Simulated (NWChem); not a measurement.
System: C₂H₆Zn; SMILES [CH3][Zn][CH3]

The following NWChem deck was run.

```
start job
memory heap 200 mb stack 900 mb global 1100 mb
geometry units angstroms noautosym nocenter noautoz
  Zn     0.000000     0.000000     0.000000
  C      0.000000     0.000000     1.946931
  H     -1.022700     0.077572     2.351444
  H      0.578530     0.846898     2.351444
  H      0.444170    -0.924470     2.351444
  C      0.000000     0.000000    -1.946931
  H     -0.578530    -0.846898    -2.351444
  H      1.022700    -0.077572    -2.351444
  H     -0.444170     0.924470    -2.351444
end
basis spherical
  * library def2-svpd
end
dft
  xc b3lyp
  iterations 150
end
property
  response 1 0.0773
end
task dft property
```

NWChem printed, in part:

```
             Northwest Computational Chemistry Package (NWChem) 7.3.0
             --------------------------------------------------------

                             Geometry "geometry" -> ""
                             -------------------------

 Output coordinates in angstroms (scale by  1.889725989 to convert to a.u.)

  No.       Tag          Charge          X              Y              Z
 ---- ---------------- ---------- -------------- -------------- --------------
    1 Zn                  30.0000     0.00000000     0.00000000     0.00000000
    2 C                    6.0000     0.00000000     0.00000000     1.94693100
    3 H                    1.0000    -1.02270000     0.07757200     2.35144400
    4 H                    1.0000     0.57853000     0.84689800     2.35144400
    5 H                    1.0000     0.44417000    -0.92447000     2.35144400
    6 C                    6.0000     0.00000000     0.00000000    -1.94693100
    7 H                    1.0000    -0.57853000    -0.84689800    -2.35144400
    8 H                    1.0000     1.02270000    -0.07757200    -2.35144400
    9 H                    1.0000    -0.44417000     0.92447000    -2.35144400

 Effective nuclear repulsion energy (a.u.)     164.2164499866

                              NWChem Property Module
                              ----------------------

                                 NWChem DFT Module
                                 -----------------

 Summary of "ao basis" -> "ao basis" (spherical)
 ------------------------------------------------------------------------------
       Tag                 Description            Shells   Functions and Types
 ---------------- ------------------------------  ------  ---------------------
 Zn                        def2-svpd                12       34   5s4p2d1f
 C                         def2-svpd                 8       20   4s2p2d
 H                         def2-svpd                 4        8   2s2p

            General Information
            -------------------
          SCF calculation type: DFT
          Wavefunction type:  closed shell.
          No. of atoms     :     9
          No. of electrons :    48
           Alpha electrons :    24
            Beta electrons :    24
          Charge           :     0
          Spin multiplicity:     1
          Use of symmetry is: off; symmetry adaption is: off
          Maximum number of iterations: 150
          AO basis - number of functions:   122
                     number of shells:    52
          Convergence on energy requested:  1.00D-06
          Convergence on density requested:  1.00D-05
          Convergence on gradient requested:  5.00D-04

              XC Information
              --------------
                         B3LYP Method XC Potential
                     Hartree-Fock (Exact) Exchange  0.200
                        Slater Exchange Functional  0.800 local
                    Becke 1988 Exchange Functional  0.720 non-local
              Lee-Yang-Parr Correlation Functional  0.810
                  VWN I RPA Correlation Functional  0.190 local

             Grid Information
             ----------------
          Grid used for XC integration:  medium
          Radial quadrature: Mura-Knowles
          Angular quadrature: Lebedev.
          Tag              B.-S. Rad. Rad. Pts. Rad. Cut. Ang. Pts.
          ---              ---------- --------- --------- ---------
          Zn                  1.35      112          10.0       590
          C                   0.70       49          12.0       434
          H                   0.35       45          13.0       434
          Grid pruning is: on
          Number of quadrature shells:   480
          Spatial weights used:  Erf1

      Superposition of Atomic Density Guess
      -------------------------------------

 Sum of atomic energies:       -1855.80739369

      Non-variational initial energy
      ------------------------------

 Total energy =   -1857.220267
 1-e energy   =   -2914.190041
 2-e energy   =     892.753324
 HOMO         =      -0.303274
 LUMO         =      -0.000361

   convergence    iter        energy       DeltaE   RMS-Dens  Diis-err
 ---------------- ----- ----------------- --------- --------- ---------
 d= 0,ls=0.0,diis     1  -1858.9270502310 -2.02D+03  1.41D-02  2.56D-01
 d= 0,ls=0.0,diis     2  -1858.9490052910 -2.20D-02  2.77D-03  1.24D-01
 d= 0,ls=0.0,diis     3  -1858.9609879318 -1.20D-02  1.13D-03  2.37D-02
 d= 0,ls=0.0,diis     4  -1858.9637362827 -2.75D-03  2.04D-04  6.50D-04
 d= 0,ls=0.0,diis     5  -1858.9637838580 -4.76D-05  5.19D-05  3.77D-05
  Resetting Diis
 d= 0,ls=0.0,diis     6  -1858.9637880753 -4.22D-06  1.36D-05  2.71D-06
 d= 0,ls=0.0,diis     7  -1858.9637883005 -2.25D-07  6.66D-07  1.24D-09

         Total DFT energy =    -1858.963788300450
      One electron energy =    -2914.530487142166
           Coulomb energy =      975.548427537106
    Exchange-Corr. energy =      -84.198178681995
 Nuclear repulsion energy =      164.216449986605

 Numeric. integr. density =       48.000003938782

                       DFT Final Molecular Orbital Analysis
                       ------------------------------------

 Vector   22  Occ=2.000000D+00  E=-3.725186D-01
              MO Center=  2.0D-08, -1.9D-08,  2.4D-07, r^2= 5.7D+00
   Bfn.  Coefficient  Atom+Function         Bfn.  Coefficient  Atom+Function
  ----- ------------  ---------------      ----- ------------  ---------------
    40      0.292961  2 C  py                84     -0.292961  6 C  py
    71     -0.256913  5 H  s                115     -0.256913  9 H  s
    19     -0.203514  1 Zn d -1              63      0.174374  4 H  s
    99      0.174374  7 H  s                 43      0.102965  2 C  py
    87     -0.102965  6 C  py                72     -0.091483  5 H  s

 Vector   23  Occ=2.000000D+00  E=-3.183482D-01
              MO Center= -1.2D-10,  3.5D-11, -1.5D-08, r^2= 3.2D+00
   Bfn.  Coefficient  Atom+Function         Bfn.  Coefficient  Atom+Function
  ----- ------------  ---------------      ----- ------------  ---------------
     4      0.702580  1 Zn s                  3     -0.344445  1 Zn s
    41     -0.259153  2 C  pz                85      0.259153  6 C  pz
    20     -0.203108  1 Zn d  0              38     -0.196681  2 C  s
    82     -0.196681  6 C  s                  5      0.139852  1 Zn s
    44     -0.134514  2 C  pz                88      0.134514  6 C  pz

 Vector   24  Occ=2.000000D+00  E=-2.561582D-01
              MO Center=  4.9D-10,  3.8D-10,  6.7D-09, r^2= 4.2D+00
   Bfn.  Coefficient  Atom+Function         Bfn.  Coefficient  Atom+Function
  ----- ------------  ---------------      ----- ------------  ---------------
    14      0.458716  1 Zn pz                41     -0.363746  2 C  pz
    85     -0.363746  6 C  pz                38     -0.323210  2 C  s
    82      0.323210  6 C  s                 11     -0.167685  1 Zn pz
    44     -0.156009  2 C  pz                88     -0.156009  6 C  pz
    17      0.151858  1 Zn pz                36      0.109199  2 C  s

 Vector   25  Occ=0.000000D+00  E=-4.913398D-03
              MO Center=  9.0D-09,  5.3D-08, -2.6D-09, r^2= 6.0D+00
   Bfn.  Coefficient  Atom+Function         Bfn.  Coefficient  Atom+Function
  ----- ------------  ---------------      ----- ------------  ---------------
    16      0.790274  1 Zn py                13      0.431067  1 Zn py
    64     -0.201636  4 H  s                100      0.201636  7 H  s
    72      0.191394  5 H  s                116     -0.191394  9 H  s
    10     -0.155751  1 Zn py                15      0.095923  1 Zn px
    63     -0.094356  4 H  s                 99      0.094356  7 H  s

 Vector   26  Occ=0.000000D+00  E=-4.912710D-03
              MO Center=  3.0D-07, -3.6D-08, -2.8D-09, r^2= 6.0D+00
   Bfn.  Coefficient  Atom+Function         Bfn.  Coefficient  Atom+Function
  ----- ------------  ---------------      ----- ------------  ---------------
    15      0.790271  1 Zn px                12      0.431069  1 Zn px
    56      0.226916  3 H  s                108     -0.226916  8 H  s
     9     -0.155751  1 Zn px                72     -0.122315  5 H  s
   116      0.122315  9 H  s                 55      0.106188  3 H  s
   107     -0.106188  8 H  s                 64     -0.104599  4 H  s

 Vector   27  Occ=0.000000D+00  E=-2.983893D-03
              MO Center= -3.0D-07, -2.0D-08, -2.9D-08, r^2= 8.7D+00
   Bfn.  Coefficient  Atom+Function         Bfn.  Coefficient  Atom+Function
  ----- ------------  ---------------      ----- ------------  ---------------
     5      1.125743  1 Zn s                 37      0.725153  2 C  s
    81      0.725152  6 C  s                 38      0.541294  2 C  s
    82      0.541294  6 C  s                 56     -0.450867  3 H  s
    64     -0.450862  4 H  s                 72     -0.450869  5 H  s
   100     -0.450861  7 H  s                108     -0.450867  8 H  s

     Multipole analysis of the density
     ---------------------------------

     L   x y z        total         alpha         beta         nuclear
     -   - - -        -----         -----         ----         -------
     0   0 0 0     -0.000000    -24.000000    -24.000000     48.000000

     1   1 0 0      0.000000      0.000000      0.000000      0.000000
     1   0 1 0      0.000000      0.000000      0.000000      0.000000
     1   0 0 1     -0.000000     -0.000000     -0.000000      0.000000

     2   2 0 0    -20.985479    -16.127519    -16.127519     11.269559
     2   1 1 0      0.000003     -0.000003     -0.000003      0.000008
     2   1 0 1      0.000004      0.000002      0.000002      0.000000
     2   0 2 0    -20.985485    -16.127519    -16.127519     11.269553
     2   0 1 1     -0.000001     -0.000001     -0.000001      0.000000
     2   0 0 2    -25.953892   -153.430864   -153.430864    280.907836

 *** CALLING NEW AORESP DRIVER FOR CLOSED AND OPEN SHELLS ***
 Entering AOResponse driver routine

--------------------------------------------------------------------------------

          -----------------------------------------------
          Solving response equations for perturbing field
          -----------------------------------------------

 number of frequencies:     1
 frequency in a.u.:  0.7730000E-01
 Perturbing field: electric
 Using El. Dipole Length Gauge

 Setting up CPKS with frequency omega =      0.07730000 a.u.

                            NWChem Dynamic CPHF Module
                            --------------------------

    scftype = RHF
    nclosed =   24
      nopen =    0
  variables =     4704
  num. vecs =        3
  tolerance =   1.0D-04
  max. iter =   50

 SCF residual:    3.0178185729963230E-005

Iterative solution of linear equations
  No. of variables     4704
  No. of equations        3
  Maximum subspace       30
       Convergence  1.0D-04

   iter   nsub   residual    time
   ----  ------  --------  ---------
     1      3    3.02D+00      30.3
     2      6    2.11D+00      40.4
     3      9    3.31D-01      50.5
     4     12    6.22D-02      60.8
     5     15    1.33D-02      71.4
     6     18    3.15D-03      81.7
     7     21    5.61D-04      91.8
     8     24    2.99D-05     101.6

 Electric Dipole Response Matrix (nonzero elements):

              1        2        3
    1   44.8353   0.0000   0.0000
    2    0.0000  44.8353   0.0000
    3    0.0000   0.0000  76.3634

 ------------------------------------------
 average:        55.34467 + I       0.00000

 DFT Linear Response polarizability / au
 Frequency  =       0.0773000 / au
 Wavelength =     589.4353558 / nm
              X              Y              Z
 -----------------------------------------------
 X      44.8352957      0.0000060      0.0000118
 Y       0.0000060     44.8353326      0.0000130
 Z       0.0000118      0.0000130     76.3633746
 -----------------------------------------------
 Eigenvalues =      44.8352948     44.8353336     76.3633746
 Isotropic   =      55.3446676
 Anisotropic =      31.5280604
 -----------------------------------------------

 Magnetic Dipole Response Matrix (nonzero elements):

 Exiting AOResponse driver routine
```

Level: B3LYP/def2-SVPD. The geometry was optimised at PBE0/def2-SVP.
